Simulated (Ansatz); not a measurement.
Mulliken charges of C2HCl2Ga, SMILES `C#[C][Ga]([Cl])[Cl]` from r2SCAN/def2-TZVPP in Ansatz (PBE0-D4/def2-TZVP geometry).

| atom | x (Å) | y (Å) | z (Å) | charge (e) |
| --- | --- | --- | --- | --- |
| C1 | 0.875 | 0.298 | 1.705 | -0.055 |
| C2 | 0.331 | 0.111 | 0.645 | -0.340 |
| Ga3 | -0.520 | -0.178 | -1.012 | 0.635 |
| Cl4 | -2.049 | -1.626 | -1.241 | -0.233 |
| Cl5 | 0.005 | 0.931 | -2.740 | -0.233 |
| H6 | 1.356 | 0.463 | 2.643 | 0.226 |

By hand: the dipole of these point charges (1 e Å = 4.8032 D).

Σ q r = (0.292, 0.099, 0.569) e Å, of length 0.647 e Å = 3.11 D.

How does the dipole of the full density compare? (An estimate is asked.)

Ansatz gave: (0.214, 0.073, 0.418) e Å, 2.28 D; the point charges give 1.36 times that, at 0° from its direction.

Point charges leave out the atoms' own dipoles, such as those of lone pairs, and Mulliken's split depends on the basis, so the two needn't agree.
